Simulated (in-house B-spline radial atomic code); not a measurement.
**LDA exchange-only excitations of Ne VII (Ne6+)**

Method: LDA exchange-only. Computed with a B-spline radial code for spherical atoms: linear response of the closed shell [He] 2s2 with the functional's adiabatic kernel; scalar-relativistic (spin-free one-electron X2C), finite nucleus, no spin-orbit coupling, no double excitations, S, P, D and F terms only.

Command:
```bash
python run_td.py task.json out
```
Settings (radii: box in bohr, nucleus in fm):
```
Z                        10
electrons                4
configuration            [He] 2s2
hamiltonian              x2c
method                   lda,
box_radius               14.35
rms_radius               3.0055
intervals                72
```

Run time, properties included: 0.2 s on 1 thread of Arm Neoverse N1, on a shared host.

The lowest states, in the order of their Tamm-Dancoff energies; the method's threshold (minus the highest occupied level) is 189.78 eV. Labels give the largest channel, * marks a mixed state, and oscillator strengths are full-response dipole values. Semilocal kernels can invert the small singlet-triplet splittings of Rydberg terms. Energies in eV:

| state | full response | Tamm-Dancoff | oscillator strength |
| --- | --- | --- | --- |
| 2s → 2p 3P | ? | ? | - |
| 2s → 2p 1P | 24.654 | 26.063 | 0.367 |
| 2s → 3s 3S | 116.83 | 116.85 | - |
| 2s → 3s 1S | 119.77 | 119.80 | - |
| 2s → 3p 3P | 121.91 | 121.93 | - |
| 2s → 3p 1P | 122.97 | 122.98 | 0.49 |
| 2s → 3d 3D | 125.30 | 125.34 | - |
| 2s → 3d 1D | 127.57 | 127.57 | - |
| 2s → 4s 3S | 152.35 | 152.35 | - |
| 2s → 4s 1S | 153.21 | 153.21 | - |
| 2s → 4p 3P | 154.36 | 154.37 | - |
| 2s → 4p 1P | 154.69 | 154.69 | 0.128 |
| 2s → 4d 3D | 155.97 | 155.98 | - |
| 2s → 4d 1D | ? | ? | - |
| 2s → 4f 3F | 157.78 | 157.78 | - |
| 2s → 4f 1F | 157.87 | 157.87 | - |

Question: Where does 2s → 4d 1D lie?

Answer: At 156.64 eV in full response, 156.64 eV in Tamm-Dancoff.

Question: Where does 2s → 2p 3P lie?

Answer: At 10.415 eV in full response, 11.942 eV in Tamm-Dancoff.

Question: How large is the singlet-triplet splitting of 2s → 2p (P terms) in Tamm-Dancoff?

Answer: 14.1 eV, from the unrounded values.

Question: What polarisabilities and dispersion coefficient does the method give?

Answer: Dipole 0.486 bohr³, quadrupole 0.0979 bohr⁵, C6 0.183 hartree·bohr⁶ for two such species.
